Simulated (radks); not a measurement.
The table gives one normalised radial function P(r) = r R(r) (large component) of Pm in [Xe] 4f5 6s2 (r in bohr). All-electron calculation, Dirac Kohn-Sham, exchange-only B88, spin-unpolarised, spherical densities, finite nucleus; open shells fill j = l - 1/2 first; Fermi nuclear charge, rms radius 4.962 fm. Program: a radial shooting solver on a logarithmic mesh with Libxc functionals.

r,P
0.003879,0.0000
0.005299,0.0001
0.007239,0.0003
0.00989,0.0006
0.01351,0.0015
0.01846,0.0034
0.02502,0.0074
0.03418,0.0158
0.04669,0.0313
0.06379,0.0573
0.08714,0.0932
0.119,0.1288
0.1626,0.1375
0.2204,0.0869
0.3011,-0.0352
0.4114,-0.1722
0.562,-0.2128
0.7678,-0.0857
1.049,0.1586
1.433,0.3952
1.942,0.5218
2.653,0.5262
3.625,0.4472
4.952,0.3288
6.765,0.2021
9.242,0.1003
12.63,0.0380

Which n and l does it have? It may be an empty orbital.

Answer. n = 5, l = 2: the number of nodes gives n - l - 1 = 2, the rise at small r points to l (this Dirac orbital starts outside the nucleus as r^gamma with gamma = sqrt((l + 1)^2 - (Z/c)^2) = 2.97; the j = 5/2 orbital of l + 1 starts with the same power, but with a smaller coefficient, and then steepens), and the extent must fit the shell. The curve is that of 5d5/2; the two j differ most near the nucleus, where j = l - 1/2 has the larger amplitude, and in heavy atoms j = l - 1/2 is also the more compact. 5d5/2 (empty): eigenvalue -1.035 eV, 2 radial nodes at r = 0.279, 0.865 bohr, <r> = 3.62 bohr, 90 % of the charge inside 6.19 bohr.
